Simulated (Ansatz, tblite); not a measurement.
Isomers of Ge3Te7 (singlet), found by a short tight-binding search and relaxed with PBE-D4/def2-SVP in Ansatz.

In the def2 sets Te takes a core potential; there is no spin–orbit coupling. The xTB rows come from tblite.

Other spin states weren't relaxed.

A:

Cartesian coordinates in Å:
```
Ge -0.5115 -1.0462 -0.8179
Ge 3.0516 -0.2242 -2.7243
Ge -0.8158 1.1217 1.9313
Te 3.3319 0.1430 -0.2015
Te -2.0588 1.1057 -0.4578
Te -0.4241 3.4236 1.0262
Te -2.8949 -1.8488 -0.6246
Te -1.4742 -0.5987 3.5826
Te 1.0903 -0.7836 1.3664
Te 0.7055 -1.2924 -3.0803
```

B:

```xyz
10

Ge   -2.951   -0.481    0.457
Ge   -0.013   -0.283   -2.350
Ge    0.096    0.841   -0.133
Te   -0.380   -1.518    1.186
Te    2.178    2.090    0.861
Te    1.429   -0.202   -4.254
Te   -2.028   -1.801   -1.840
Te    3.051   -0.137    2.237
Te   -2.115    2.096    0.200
Te    0.734   -0.606    3.637
```

Task: Estimate which lies lowest at each level, and how far above it the others are (kcal/mol).

Result: 
| level | A | B |
| --- | --- | --- |
| GFN1-xTB | 3.4 | 0.0 |
| PBE-D4/def2-SVP | 12.1 | 0.0 |
| r2SCAN-D4/def2-SVP | 14.0 | 0.0 |
| PBE0-D4/def2-SVP | 17.6 | 0.0 |
Point groups (tolerance 0.1 Å): A not assigned, B not assigned. Lower isomers may exist.
